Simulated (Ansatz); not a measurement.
Be$_{2}$, closed-shell singlet (the spin of the measured ground state), most abundant isotopes (9.0122 and 9.0122 u). Constants from fifth-degree fits in 1/R to seven points on the lowest solution found; no spin–orbit coupling, no relativity up to Kr; ω_e x_e and α_e move by some per cent with the fit.

Correlated levels freeze the inner cores; with def2 sets outer-core shells near the valence are correlated too.

Codes used: Ansatz (Gaussian basis) for Hartree–Fock, density functionals and correlated methods. Values without a source in brackets are computed.

Total energies (hartree; each atom in its lowest state at that level) and vibrational constants (cm⁻¹):

```json
[
 {"level": "PBE/def2-TZVPP", "E(Be2) at r_e": "-29.271830", "E(Be)": "-14.628245", "ω_e": "347", "ω_e x_e": "8.2"},
 {"level": "B3LYP/def2-TZVPP", "E(Be2) at r_e": "-29.350373", "E(Be)": "-14.672020", "ω_e": "278", "ω_e x_e": "12"},
 {"level": "CCSD(T)/def2-QZVPP", "E(Be2) at r_e": "-29.313007", "E(Be)": "-14.655539", "ω_e": "212", "ω_e x_e": "27"}
]
```

Task: Work out D_e and D₀ in eV.

Result: 
D_e = E(Be) + E(Be) − E(molecule), times 27.2114 eV; D₀ = D_e − (ω_e/2 − ω_e x_e/4)/8065.54.
- PBE/def2-TZVPP: D_e = 0.417, zero point 0.021, D₀ = 0.396 eV
- B3LYP/def2-TZVPP: D_e = 0.172, zero point 0.017, D₀ = 0.156 eV
- CCSD(T)/def2-QZVPP: D_e = 0.052, zero point 0.012, D₀ = 0.040 eV
No counterpoise correction is made.

Doubts at one or more of the structures used: a restricted determinant that unrestricted orbitals would lower (CCSD(T)/def2-QZVPP).

Ansatz is a quantum-chemistry and plane-wave program.
